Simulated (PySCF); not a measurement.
# Selenium: a sound run and one with changed settings

Sound run: Se⁺ [Ar] 3d10 4s2 4p3, Se²⁺ [Ar] 3d10 4s2 4p2. Computed with PySCF 2.14 in cc-pVDZ-DK (5s4p2d, 27 functions), with scalar relativity by spin-free X2C-1e. In the sound run the correlated levels freeze [Ar] 3d10. The sound run starts from symmetry-adapted Hartree-Fock orbitals and uses a fine grid where one is needed.

Changed run: no relativity, point nucleus. This setting is unsound on purpose.

```csv
species,method,sound run (hartree),changed run (hartree),converged
Se⁺,UHF,-2427.64684,-2382.71196,yes
Se⁺,PBE,-2429.02418,-2384.09381,yes
Se⁺,B3LYP,-2429.39053,-2384.45931,yes
Se⁺,MP2,-2427.70305,-2382.76907,yes
Se⁺,CCSD(T),-2427.71835,-2382.78505,yes
Se²⁺,UHF,-2426.88035,-2381.94666,yes
Se²⁺,PBE,-2428.23999,-2383.31071,yes
Se²⁺,B3LYP,-2428.60678,-2383.67667,yes
Se²⁺,MP2,-2426.92372,-2381.99091,yes
Se²⁺,CCSD(T),-2426.94080,-2382.00906,yes
```

Ionisation energy of Se⁺:

| method | sound run (eV) | changed run (eV) |
| --- | --- | --- |
| UHF | 20.857 | 20.825 |
| PBE | 21.339 | 21.309 |
| B3LYP | 21.327 | 21.297 |
| MP2 | 21.207 | 21.175 |
| SCS-MP2 | 21.084 | 21.052 |
| CCSD | 21.156 | 21.114 |
| CCSD(T) | 21.158 | 21.116 |

Most of the change in total energy is the relativistic energy itself. On top of that the contraction fixes the core shape for the Hamiltonian it was made with, so the changed run is not a good calculation with the other Hamiltonian either.

For comparison, NIST gives 21.196 ± 0.01 eV between the lowest levels.
